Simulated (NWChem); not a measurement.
Molecule: germanium monoxide (GeO, singlet); SMILES [O]=[Ge]

```xyz
2

Ge     0.0000     0.0000     0.3391
O      0.0000     0.0000    -1.2845
```
Atoms are numbered in this order, from 1.

Low-valent species are run as closed-shell singlets; no triplet was tried in these runs. The geometry was optimised at PBE0/def2-SVP. B3LYP is NWChem's, with the RPA form of VWN correlation.

Task: List the 4 lowest vertical singlet excitations from B3LYP/def2-SVPD, TDA (NWChem).

Result: 
```csv
state,energy (eV),oscillator strength,leading excitation (squared amplitude)
S1,4.75,0.000,HOMO−2 → LUMO+1 (0.47)
S2,5.04,0.000,HOMO−2 → LUMO (0.46)
S3,5.04,0.000,HOMO−2 → LUMO+1 (0.46)
S4,5.08,0.049,HOMO → LUMO (0.96)
```
